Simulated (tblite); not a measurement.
Compound: C4H12FSi2 (doublet state).
Structure used (GFN2-xTB), in Å, numbered top down from 1:
```
atom  x, y, z in Å
C1    -0.489    0.914    1.309
C2    -0.501   -0.097    0.168
C3    -1.556   -1.164    0.447
C4    -0.869    0.639   -1.112
F5    -0.627   -0.146   -2.221
Si6    1.229   -0.927   -0.044
Si7    2.721    0.705   -0.577
H8     0.273    1.678    1.153
H9    -0.279    0.411    2.250
H10   -1.456    1.412    1.399
H11   -1.647   -1.843   -0.399
H12   -1.288   -1.747    1.326
H13   -2.532   -0.710    0.625
H14   -1.933    0.903   -1.149
H15   -0.264    1.544   -1.243
H16    1.564   -1.480    1.283
H17    1.001   -2.102   -0.905
H18    2.496    1.640   -1.684
H19    4.147    0.378   -0.633
```

Calculated harmonic vibrations of the isolated species, GFN2-xTB (tblite), most abundant isotopes, no scaling. Errors from tens to a few hundred cm⁻¹ against measured bands are possible. Modes of hydrogen on silicon can be 10 to 20 % off. One conformer, not necessarily the lowest. Open shells enter through the occupations alone, without spin polarisation, and single modes of such species can be off by tens of per cent.

Harmonic wavenumbers (cm⁻¹): 35.8, 84.4, 114.8, 125.3, 177.8, 220.0, 240.8, 251.6, 299.6, 343.6, 365.5, 371.5, 398.1, 429.0, 495.1, 521.2, 593.2, 600.8, 693.6, 811.5, 830.9, 895.9, 950.8, 972.5, 983.9, 1028.6, 1036.1, 1179.6, 1194.9, 1224.9, 1258.3, 1332.1, 1413.5, 1427.9, 1462.0, 1498.8, 1505.8, 1511.1, 1514.5, 2121.5, 2147.1, 2212.6, 2235.1, 2918.1, 2936.9, 2980.4, 2988.4, 2998.9, 3022.4, 3031.3, 3036.0.

A = 2199, B = 1219, C = 1071 MHz; mass 135.046 u (most abundant isotopes); point group C1, symmetry number 1; spin multiplicity 2.

**Question.** Zero-point energy?

**Answer.** ½Σν̃ = 31512 cm⁻¹ = 376.97 kJ/mol.

**Question.** What is S at 350 K and 1 bar for an ideal gas of classical rigid rotors and harmonic oscillators?

**Answer.** Translation 173.37, rotation 123.78, vibration 165.92, spin (R ln 2) 5.76: S = 468.8 J/(mol K).

**Question.** And Cp and H(350 K) − H(0)?

**Answer.** Cp = 199.00 J/(mol K), of which vibrations give 165.74 (their classical limit is 51 R = 424.0); H(350 K) − H(0) = 42.24 kJ/mol without the zero-point energy, 30.60 from vibrations.

**Question.** What must be added to the electronic energy to get the Gibbs energy at 350 K and 1 bar?

**Answer.** ZPE + [H(350 K) − H(0)] − T·S = 376.97 + 42.24 − 164.09 = 255.12 kJ/mol.

**Question.** How do the functions run with temperature in this model?

**Answer.** 
```csv
T (K),S (J/(mol K)),Cp (J/(mol K)),H − H(0) (kJ/mol),G − H(0) (kJ/mol),ln q(vib)
100,300.0,85.4,5.64,-24.36,1.88
200,375.9,137.1,16.88,-58.29,4.86
300,439.7,179.6,32.77,-99.14,7.93
500,548.6,249.2,76.00,-198.29,13.84
800,682.1,318.8,162.05,-383.64,21.94
1000,756.8,349.9,229.09,-527.69,26.84
```

q(vib) and H(0) count from the zero-point level.

Hindered rotation and anharmonicity are outside this model. Other conformers, if any are populated, would add a mixing term that is left out. The structure is chiral; the term R ln 2 for an equal mix with its mirror image is left out.
